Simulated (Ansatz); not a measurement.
Start from `O[CH](Cl)[GeH3]` and change one atom or group to get `B[CH](O)[GeH3]`.

Ansatz, PBE0-D4/def2-TZVP geometries, multiplicity 1. Each molecule was computed in one conformer, which needn't be the lowest.

Scalar relativity is left out up to krypton.

```json
{"property": "HOMO energy (PBE/def2-TZVPP) / eV", "`O[CH](Cl)[GeH3]`": "-6.64"}
{"property": "HOMO–LUMO gap (PBE/def2-TZVPP) / eV", "`O[CH](Cl)[GeH3]`": "5.89"}
{"property": "ideal-gas entropy at 298 K and 1 bar (rigid rotor, harmonic PBE0-D4/def2-TZVP) / J/(mol·K)", "`O[CH](Cl)[GeH3]`": "335"}
{"property": "HOMO energy (ωB97M-V/def2-TZVPP) / eV", "`O[CH](Cl)[GeH3]`": "-10.22"}
{"property": "HOMO energy (B3LYP/def2-TZVPP) / eV", "`O[CH](Cl)[GeH3]`": "-7.76"}
{"property": "size of the dipole moment (ωB97M-V/def2-TZVPP) / D", "`O[CH](Cl)[GeH3]`": "1.70"}
```

Q: Give the same properties after the change, and the shifts. (An estimate is asked.)

A: The calculation gave: 
```
                                                                                  property  `B[CH](O)[GeH3]`  shift
                                                         HOMO energy (PBE/def2-TZVPP) / eV             -6.20   0.44
                                                       HOMO–LUMO gap (PBE/def2-TZVPP) / eV              4.68  -1.21
ideal-gas entropy at 298 K and 1 bar (rigid rotor, harmonic PBE0-D4/def2-TZVP) / J/(mol·K)               336      1
                                                     HOMO energy (ωB97M-V/def2-TZVPP) / eV             -9.52   0.70
                                                       HOMO energy (B3LYP/def2-TZVPP) / eV             -7.18   0.58
                                        size of the dipole moment (ωB97M-V/def2-TZVPP) / D              2.48   0.78
```

With PBE0 the HOMO rises by 0.59 eV and the LUMO falls by 0.83 eV, so the gap narrows by about 1.42 eV. PBE moves the HOMO by 0.44 eV and ωB97M-V by 0.70 eV. The zero-point energy changes by 51.9 kJ/mol with +6 modes. Dipoles are sizes alone; their direction can turn.

B3LYP here is the variant with VWN-RPA as its local correlation; programs differ in this.
